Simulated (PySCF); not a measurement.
BeCl$_{2}$, charge +1, quartet, geometry from GFN2-xTB of the parent state (such geometries of metal compounds can be far from the true shape) (a state made from the parent by changing its charge; the spin is typed, not shown lowest); PBE0/STO-3G (PySCF).

Input for PySCF:
```python
from pyscf import gto, scf, dft

mol = gto.Mole()
mol.atom = '''
    Be    0.00000000    0.00000000    0.00000000
    Cl    0.00000000    0.00000000    1.76296633
    Cl   -0.00000000   -0.00000000   -1.76296633
'''
mol.basis = 'sto-3g'
mol.charge = 1
mol.spin = 3
mol.verbose = 3
mol.build()

mf = dft.UKS(mol)
mf.xc = 'pbe0'
mf.kernel()
```

What the program printed (banner, timings and long lists left out):

```
converged SCF energy = -924.075297052907  <S^2> = 3.7541881  2S+1 = 4.0020935
```
